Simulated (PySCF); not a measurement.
**Mayer bond orders and bond lengths**

C5H14N2.
Numbering: `[CH3:1][CH2:2][C@H:3]([CH3:4])[NH:5][NH:6][CH3:7]` (hydrogens: H8, H9, H10 on C1; H11, H12 on C2; H13 on C3; H14, H15, H16 on C4; H17 on N5; H18 on N6; H19, H20, H21 on C7)

Cartesian coordinates in Å at the GFN2-xTB level; atoms count from 1:
```
atom  x, y, z in Å
C1    -2.4978   -1.0171    0.0452
C2    -0.9795   -0.9024    0.0632
C3    -0.4732    0.3965    0.6963
C4    -0.8768    1.6346   -0.1148
N5     0.9657    0.2749    0.8839
N6     1.6681    0.0934   -0.3329
C7     2.9184   -0.5980   -0.1062
H8    -2.9416   -0.2729   -0.6113
H9    -2.7932   -2.0005   -0.3134
H10   -2.9051   -0.8815    1.0452
H11   -0.5579   -1.7287    0.6373
H12   -0.5848   -0.9696   -0.9508
H13   -0.8900    0.4855    1.7078
H14   -1.9517    1.7822   -0.0759
H15   -0.5768    1.5187   -1.1538
H16   -0.3983    2.5253    0.2925
H17    1.3203    1.0721    1.4194
H18    1.8418    0.9789   -0.8158
H19    3.6212   -0.0400    0.5303
H20    3.3876   -0.7878   -1.0702
H21    2.6947   -1.5467    0.3780
```

Bond orders from the PBE0/pcSseg-1 density (PySCF). One conformer (not necessarily the lowest) at the GFN2-xTB geometry, without solvent, vibrations or thermal averaging.

Problem. How far do the computed orders between heavy atoms stray from the drawn ones?

Solution. The largest departure is 0.059, at C1–C2 (drawn single, 1.059).

Problem. Give the Mayer order of every bond, beside its length.

Solution. 
| bond | drawn as | length (Å) | Mayer order |
| --- | --- | --- | --- |
| C1–C2 | single | 1.523 | 1.059 |
| C2–C3 | single | 1.531 | 1.003 |
| C3–C4 | single | 1.534 | 1.010 |
| C3–N5 | single | 1.456 | 0.993 |
| N5–N6 | single | 1.417 | 0.984 |
| N6–C7 | single | 1.447 | 0.979 |
| C1–H8 | single | 1.087 | 0.963 |
| C1–H9 | single | 1.088 | 0.970 |
| C1–H10 | single | 1.088 | 0.965 |
| C2–H11 | single | 1.091 | 0.950 |
| C2–H12 | single | 1.090 | 0.940 |
| C3–H13 | single | 1.098 | 0.943 |
| C4–H14 | single | 1.086 | 0.960 |
| C4–H15 | single | 1.088 | 0.959 |
| C4–H16 | single | 1.090 | 0.967 |
| N5–H17 | single | 1.024 | 0.930 |
| N6–H18 | single | 1.023 | 0.923 |
| C7–H19 | single | 1.100 | 0.962 |
| C7–H20 | single | 1.089 | 0.966 |
| C7–H21 | single | 1.088 | 0.967 |

By pair of heavy elements: C–C: lowest C2–C3 (1.003, 1.531 Å), highest C1–C2 (1.059, 1.523 Å). C–N: all 2 within 0.02 of one another (0.979 to 0.993).

Problem. Sum the orders of all bonds at each heavy atom with more than one neighbour and set the sums beside the valence in the SMILES.

Solution. C1 3.957 (drawn 4), C2 3.952 (drawn 4), C3 3.949 (drawn 4), C4 3.896 (drawn 4), N5 2.907 (drawn 3), N6 2.886 (drawn 3), C7 3.874 (drawn 4). Orders between atoms that aren't bonded are not in these sums.

Mayer orders depend on the basis set.

The run behind these numbers computed NMR shieldings as well. On one thread, Arm Neoverse V1 (aarch64), no GPU, shared host with 32 logical CPUs at a one-minute load of 5.6, this took 33 s and 0.85 GiB of memory at its peak.
